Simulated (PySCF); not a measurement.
A side-by-side comparison of computed properties.

First species: Ta(NMe)Me3, C₄H₁₂NTa (singlet state).
SMILES: `C[N]=[Ta]([CH3])([CH3])[CH3]`

Second species: C3H8O2Si2.
Cartesian coordinates in Å at the PBE0-D3(BJ)/def2-SVP level; atoms count from 1:
```xyz
15
C3H8O2Si2 angstrom
O      1.7763   -0.0795    1.4138
C      1.8116    0.4518    0.3300
O      2.9240    1.0128   -0.1585
Si     0.2407    0.5127   -0.7779
C     -1.1917    1.0189    0.3555
Si    -1.5590   -0.8432    0.5695
C     -0.4094   -1.2648   -0.8972
H      3.6177    0.8891    0.5143
H      0.4781    1.2803   -2.0365
H     -1.9999    1.5298   -0.1930
H     -0.9440    1.6060    1.2508
H     -2.9926   -1.2172    0.3549
H     -1.0948   -1.3998    1.8709
H      0.3129   -2.0846   -0.7809
H     -0.9856   -1.4298   -1.8227
```

Levels: B3LYP/def2-SVPD for dipole moment, HOMO energy, LUMO energy, HOMO–LUMO gap and static isotropic polarisability; TDDFT B3LYP/def2-SVPD for lowest singlet excitation; TDA B3LYP/def2-SVPD for lowest triplet excitation (Tamm–Dancoff). Geometries: PBE0-D3(BJ)/def2-SVP. All species are isolated and taken at one optimised geometry (atoms past krypton carry core potentials, spin–orbit coupling is left out); the electronic structure was computed with PySCF and density fitting.

The conformers computed, where there is a choice (atom-mapped SMILES and torsion angles):
- `[O:1]=[C:2]([OH:3])[SiH:4]1[CH2:5][SiH2:6][CH2:7]1`: O1–C2–Si4–C5 45°, H–O3–C2–O1 0°

Task: Which has the higher static isotropic polarisability?

Result: The first: 108.7 au against 94.8 au, a difference of 13.9 au.

Task: Which of the two has the higher T1 energy, and by how much?

Result: The second: 4.31 eV against 3.89 eV, a difference of 0.42 eV.

Task: Which has the higher dipole moment?

Result: The second: 1.39 D against 0.42 D, a difference of 0.97 D.

Task: Which has the higher LUMO energy?

Result: The first: -1.02 eV against -1.18 eV, a difference of 0.16 eV.

Task: Which has the higher HOMO–LUMO gap?

Result: The second: 6.32 eV against 5.68 eV, a difference of 0.64 eV.

Task: Which of the two has the higher S1 energy, and by how much?

Result: The second: 4.92 eV against 4.31 eV, a difference of 0.61 eV.

Task: Which of the two has the higher HOMO energy, and by how much?

Result: The first: -6.70 eV against -7.50 eV, a difference of 0.80 eV.

On the first: S1 lies 1.37 eV below the HOMO–LUMO gap. The dipole equals about 1.4 × 10⁻³⁰ C·m (1 D = 3.33564 × 10⁻³⁰ C·m). Atoms past krypton carry effective core potentials; spin–orbit coupling is left out.

On the second: In atomic units the dipole is 0.55 e·bohr (1 au = 2.5417 D). In wavenumbers S1 is 39700 cm⁻¹ (1 eV = 8065.54 cm⁻¹).
